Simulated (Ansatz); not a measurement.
Basis-set extrapolation for CH7AlB2Si (PBE0-D4/def2-TZVP geometry, frozen core, the Gaussian-basis code of Ansatz). Multiplicity 1, RHF reference.

|  | def2-TZVPP | def2-QZVPP |
| --- | --- | --- |
| HF | -622.123515 | -622.143390 |
| MP2 correlation | -0.588003 | -0.625401 |
| CCSD(T) correlation | -0.674870 | not run |

Energies in hartree. Use E(X) = E(∞) + A·exp(−7.88·√X) for Hartree–Fock and E(X) = E(∞) + B·X^(−2.97) for correlation, with X = 3 and 4, and add CCSD(T) minus MP2 of the smaller set to the MP2 limit.

Question: What is the CCSD(T) energy at the basis-set limit?

Answer: HF limit: -622.143390 + (-0.019875) × 0.13774 = -622.14613. MP2 limit: -0.625401 + (-0.037398) × 0.74074 = -0.65310. Higher-order term: -0.674870 − (-0.588003) = -0.08687. Total: -622.88610 hartree, 55.0 kcal/mol below CCSD(T)/def2-TZVPP.
